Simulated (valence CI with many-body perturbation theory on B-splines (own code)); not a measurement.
## Level structure of Cd XLIII

Method: relativistic CI+MBPT: four valence electrons over a frozen Dirac-Fock core [He], a basis of 11 s, 11 p, 9 d, 7 f, 5 g, 2 h, 1 i functions for each j, with the one-electron correlation potential Σ1 (screened to all orders), the two-electron term Σ2, the three-electron term Σ3, Breit, model QED; selected single and double excitations, second order for the rest (own B-spline code, finite nucleus).

No measured spectrum was set against this ion. As an estimate, large intervals hold to a few tenths of a per cent, small ones and those within an open d or f shell to about a per cent. Among the levels kept, up to 260 cm⁻¹ of a level comes from second order outside the variational space, and about a tenth of that is noise between levels of different J, which matters for small intervals.

Levels 1 to 45 of 112, with energies above the lowest level, (2s^2 2p1/2^2) J=0. "Leading %" is the weight of the configuration and term that name the level; weights of strongly mixed levels are sums over their largest components and can fall short. In the jj column 3d3/2^4 stands for four electrons in 3d with j = 3/2. Lifetimes count E1, E2, E3, M1 and M2 decay at the calculated energies, and are blank where another channel may lead or the interval is too uncertain; long ones can be off by a factor of two.

```tsv
No.	Configuration	Term	J	E (eV)	Leading %	Lifetime	Leading jj	g
1	2s2.2p2	3P	0	0.0	72		2s^2 2p1/2^2 (99 %)	
2	2s2.2p2	3P	1	193.4	100	20.5 ns	2s^2 2p1/2 2p3/2 (100 %)	1.488
3	2s2.2p2	1D	2	207.5	61	20.4 μs	2s^2 2p1/2 2p3/2 (99 %)	1.180
4	2s.2p3	5S°	2	349.1	41	106 ps	2s 2p1/2^2 2p3/2 (95 %)	1.624
5	2s.2p3	3D°	1	403.2	40	2.76 ps	2s 2p1/2^2 2p3/2 (97 %)	1.049
6	2s2.2p2	3P	2	411.3	60	9.55 ns	2s^2 2p3/2^2 (99 %)	1.290
7	2s2.2p2	1S	0	445.9	71	7.09 ns	2s^2 2p3/2^2 (98 %)	
8	2s.2p3	3D°	2	532.5	50	12.2 ps	2s 2p1/2 2p3/2^2 (96 %)	1.518
9	2s.2p3	3D°	3	562.7	100	13.4 ps	2s 2p1/2 2p3/2^2 (100 %)	1.318
10	2s.2p3	3P°	0	594.0	100	3.28 ps	2s 2p1/2 2p3/2^2 (100 %)	
11	2s.2p3	3D°	1	606.1	38	1.84 ps	2s 2p1/2 2p3/2^2 (97 %)	1.283
12	2s.2p3	1D°	2	616.2	69	1.79 ps	2s 2p1/2 2p3/2^2 (96 %)	1.089
13	2s.2p3	3P°	1	620.6	45	1.92 ps	2s 2p1/2 2p3/2^2 (97 %)	1.391
14	2p4	3P	2	787.2	71	1.81 ps	2p1/2^2 2p3/2^2 (99 %)	1.345
15	2s.2p3	3P°	2	790.2	51	3.23 ps	2s 2p3/2^3 (96 %)	1.378
16	2p4	1S	0	825.1	58	1.43 ps	2p1/2^2 2p3/2^2 (98 %)	
17	2s.2p3	1P°	1	839.3	44	1.20 ps	2s 2p3/2^3 (97 %)	1.220
18	2p4	3P	1	988.5	100	1.15 ps	2p1/2 2p3/2^3 (100 %)	1.488
19	2p4	1D	2	1003.7	72	1.29 ps	2p1/2 2p3/2^3 (99 %)	1.126
20	2p4	3P	0	1224.7	58	877 fs	2p3/2^4 (99 %)	
21	2s2.2p.3s	3P°	0	3861.2	99	33.5 fs	2s^2 2p1/2 3s (99 %)	
22	2s2.2p.3s	3P°	1	3863.6	68	26.2 fs	2s^2 2p1/2 3s (99 %)	1.329
23	2s2.2p.3p	3D	1	3909.5	72	2.41 ps	2s^2 2p1/2 3p1/2 (99 %)	0.658
24	2s2.2p.3p	3P	0	3934.4	70	650 fs	2s^2 2p1/2 3p1/2 (98 %)	
25	2s2.2p.3p	3P	1	3974.7	39	175 fs	2s^2 2p1/2 3p3/2 (83 %)	1.561
26	2s2.2p.3p	3D	2	3980.7	56	1.51 ps	2s^2 2p1/2 3p3/2 (98 %)	1.163
27	2s.2p2.3s	5P	1	4006.7	49	42.4 fs	2s 2p1/2^2 3s (80 %)	2.067
28	2s2.2p.3d	3F°	2	4021.4	74	23.3 fs	2s^2 2p1/2 3d3/2 (99 %)	0.756
29	2s.2p2.3s	3P	0	4022.8	74	36.2 fs	2s 2p1/2^2 3s (95 %)	
30	2s2.2p.3d	3D°	1	4036.4	46	2.60 fs	2s^2 2p1/2 3d3/2 (88 %)	0.883
31	2s2.2p.3d	3P°	2	4046.9	46	3.90 fs	2s^2 2p1/2 3d5/2 (96 %)	1.284
32	2s2.2p.3d	3F°	3	4049.7	50	4.55 fs	2s^2 2p1/2 3d5/2 (99 %)	1.108
33	2s.2p2.3p	5D°	0	4053.0	55	364 fs	2s 2p1/2^2 3p1/2 (95 %)	
34	2s.2p2.3p	3P°	1	4055.8	28	82.7 fs	2s 2p1/2^2 3p1/2 (83 %)	1.415
35	2s2.2p.3s	3P°	2	4074.9	95	54.8 fs	2s^2 2p3/2 3s (95 %)	1.482
36	2s2.2p.3s	1P°	1	4079.7	66	20.6 fs	2s^2 2p3/2 3s (97 %)	1.146
37	2s.2p2.3p	3P°	2	4120.8	27	234 fs	2s 2p1/2^2 3p3/2 (94 %)	1.562
38	2s.2p2.3p	3D°	1	4125.2	38	10.3 fs	2s 2p1/2^2 3p3/2 (94 %)	1.078
39	2s2.2p.3p	3P	1	4131.7	51	593 fs	2s^2 2p3/2 3p1/2 (95 %)	1.443
40	2s2.2p.3p	3D	2	4134.4	41	903 fs	2s^2 2p3/2 3p1/2 (95 %)	1.185
41	2s.2p2.3d	5F	1	4160.8	47	34.2 fs	2s 2p1/2^2 3d3/2 (95 %)	0.409
42	2s.2p2.3d	5F	2	4164.3	26	17.3 fs	2s 2p1/2^2 3d3/2 (84 %)	1.205
43	2s.2p2.3s	5P	2	4173.0	83	58.4 fs	2s 2p1/2 2p3/2 3s (93 %)	1.729
44	2s2.2p.3p	3D	3	4180.1	79	121 fs	2s^2 2p3/2 3p3/2 (79 %)	1.348
45	2s2.2p.3p	1P	1	4182.3	44	199 fs	2s^2 2p3/2 3p3/2 (86 %)	1.387
```

The ionisation energy to 2s2.2p 2P°_1/2 of the next ion comes out as 6881.5 eV (NIST: 6869 ± 8 eV (semi-empirical)). All 112 levels together are meant to be complete up to 4424.6 eV.
